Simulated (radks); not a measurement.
Effect of the nuclear size on the nickel ion Ni11+, [Ne] 3s2 3p5. Method: Dirac Kohn-Sham, BLYP, spin-unpolarised, spherical densities, finite nucleus; open shells fill j = l - 1/2 first; Fermi nuclear charge, rms radius 3.7757 fm; computed with a radial shooting solver on a logarithmic mesh with Libxc functionals. The rms radius is varied about that value; shifts are against it.

[
 {"rms radius (fm)": "3.2622", "total energy shift (eV)": "-0.0403", "density at nucleus (e/bohr^3)": "1.983e+04", "1s1/2 shift (meV)": "-17.0", "2s1/2 shift (meV)": "-1.57", "2p1/2 shift (meV)": "0.170", "3s1/2 shift (meV)": "-0.293", "4s1/2 (empty) shift (meV)": "-0.085"},
 {"rms radius (fm)": "3.519", "total energy shift (eV)": "-0.0208", "density at nucleus (e/bohr^3)": "1.975e+04", "1s1/2 shift (meV)": "-8.80", "2s1/2 shift (meV)": "-0.814", "2p1/2 shift (meV)": "0.088", "3s1/2 shift (meV)": "-0.152", "4s1/2 (empty) shift (meV)": "-0.044"},
 {"rms radius (fm)": "3.7757", "total energy shift (eV)": "0", "density at nucleus (e/bohr^3)": "1.969e+04", "1s1/2 shift (meV)": "0.000", "2s1/2 shift (meV)": "0.000", "2p1/2 shift (meV)": "0.000", "3s1/2 shift (meV)": "0.000", "4s1/2 (empty) shift (meV)": "0.000"},
 {"rms radius (fm)": "3.9532", "total energy shift (eV)": "0.0152", "density at nucleus (e/bohr^3)": "1.964e+04", "1s1/2 shift (meV)": "6.43", "2s1/2 shift (meV)": "0.595", "2p1/2 shift (meV)": "-0.064", "3s1/2 shift (meV)": "0.111", "4s1/2 (empty) shift (meV)": "0.032"},
 {"rms radius (fm)": "4.2816", "total energy shift (eV)": "0.0451", "density at nucleus (e/bohr^3)": "1.957e+04", "1s1/2 shift (meV)": "19.1", "2s1/2 shift (meV)": "1.76", "2p1/2 shift (meV)": "-0.190", "3s1/2 shift (meV)": "0.329", "4s1/2 (empty) shift (meV)": "0.096"}
]

Slopes of the eigenvalues against <r^2> in GHz/fm^2, as finite differences over the two radii next to the reference (eigenvalue slopes, not the field-shift constants of lines): 1s1/2 1130, 2s1/2 105, 2p1/2 -11.3, 3s1/2 19.6, 4s1/2 (empty) 5.69.
